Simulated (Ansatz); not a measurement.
A search over several starts for the lowest SCF solution of Ge₃Te₂ at the given spin, in a small basis.

```yaml
crystal:
  periodic: [false, false, false]
  atoms:
    - {symbol: Ge, position_ang: [0.728115, -1.221850, 1.048247]}
    - {symbol: Ge, position_ang: [0.777234, 0.436202, -1.525621]}
    - {symbol: Ge, position_ang: [-1.506703, 0.786349, 0.477803]}
    - {symbol: Te, position_ang: [1.106095, 1.512659, 0.995545]}
    - {symbol: Te, position_ang: [-1.104741, -1.513370, -0.995974]}
basis:
  gaussian: {orbitals: def2-SVP, initial_orbitals: start.molden}
magnetization: {spin_polarized: true, initial_magnetization: 2}
hamiltonian: {xc: pbe0, dispersion: d4}
output: {orbitals: {seedname: orbitals}}
```

The file start.molden holds the orbitals of an earlier run on this structure, at another level or in another basis.

```sh
$ ansatz run in.yaml --threads 4 --pin off --events-out ev --progress --plain --max-ram 4787MiB
```

It prints (some lines left out):

```
Functional definition: PBE0
1614 factors; integrals over basis functions are off by at most 2.3e-4 eV
mean field evaluation 1: about -184101.4922 eV, gradient 6.3e0 eV
mean field evaluation 2: about -184101.6477 eV, gradient 1.8e-1 eV
mean field evaluation 4: about -184101.6803 eV, gradient 1.8e-3 eV
mean field evaluation 8: about -184101.3361 eV, gradient 1.1e1 eV
mean field evaluation 16: about -184101.6803 eV, gradient 2.4e-2 eV
mean field -184101.68034881 eV, -6765.6119642179 hartree, gradient 1.1e-5 eV, S^2 2.014269; 1 other end points of the search recorded, 0 dependent functions left out
reference -184101.68037232 eV, -6765.6119650820 hartree; 73, 71 occupied and 75, 77 virtual orbitals, 1614 factors
Total energy: -184102.07641432 eV, -6765.6265193570 hartree
```

Hardware: 4 threads of Arm Neoverse V2 on a shared host. Wall time 12 s, peak host memory 0.85 GiB.

In the def2 sets Te takes a core potential; there is no spin–orbit coupling. At PBE0-D4/def2-TZVP a singlet of charge 0 lies 1.25 eV below the triplet, each at its own geometry. The structure comes from a short search, and lower isomers may exist.
